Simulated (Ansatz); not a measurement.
Correlation energies of C₂H₇B₂N, SMILES `BC1BNC1` by basis set

Cartesian coordinates in Å:
```
B 0.865 1.118 0.992
C -0.348 0.294 0.615
B -0.419 0.538 -1.006
N -0.254 -0.818 -1.237
C -0.198 -1.178 0.173
H 1.971 0.704 0.773
H 0.739 2.231 1.419
H -1.298 0.553 1.088
H -0.563 1.458 -1.750
H -0.207 -1.441 -2.025
H -1.033 -1.810 0.489
H 0.745 -1.648 0.469
```

Total charge 0; spin multiplicity 1. The geometry is a stationary point of PBE0-D4/def2-TZVP. Frozen core, restricted reference, Ansatz 0.2.0. CBS rows extrapolate triple and quadruple zeta; past MP2 they add the triple-zeta difference.

```csv
basis,HF (Eh),MP2 corr.
def2-SVP,-183.48364,-0.61131
def2-TZVPP,-183.68442,-0.74611
def2-QZVPP,-183.69316,-0.79415
```

Question: Estimate the CCSD correlation energy and the (T) correction in each basis where they were run (hartree).

Answer: 
| basis | CCSD corr. | (T) |
| --- | --- | --- |
| def2-SVP | -0.66437 | -0.02225 |
| def2-TZVPP | -0.78877 | -0.03377 |
| CBS(def2) | -0.87239 | as TZ |
